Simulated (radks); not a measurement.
Values are calculated unless marked as measured or tabulated.
Orbital eigenvalues (eV) of neutral argon, [Ar], at several levels of relativity; Dirac values are averaged over j with weights 2j + 1. Spin-unpolarised spherical Kohn-Sham, BLYP, point nucleus unless stated (finite: rms radius 3.4274 fm), a radial shooting solver on a logarithmic mesh with Libxc functionals. A level marked "c x" has the speed of light scaled by that factor and shares open shells by 2j + 1; other Dirac levels either fill j = l - 1/2 first or share by 2j + 1.

\begin{tabular}{lrrrrr}
shell & non-rel. & scalar-rel. & Dirac, 2j+1 shares & Dirac, 2j+1 shares, finite nucleus & change of magnitude, last against first (%) \\ \hline
1s & -3108.2 & -3122.0 & -3121.7 & -3121.6 & +0.43 \\
2s & -294.66 & -296.92 & -296.88 & -296.88 & +0.75 \\
2p & -229.91 & -230.03 & -229.98 & -229.98 & +0.03 \\
3s & -23.905 & -24.134 & -24.132 & -24.132 & +0.95 \\
3p & -10.157 & -10.142 & -10.141 & -10.141 & -0.16 \\
\end{tabular}
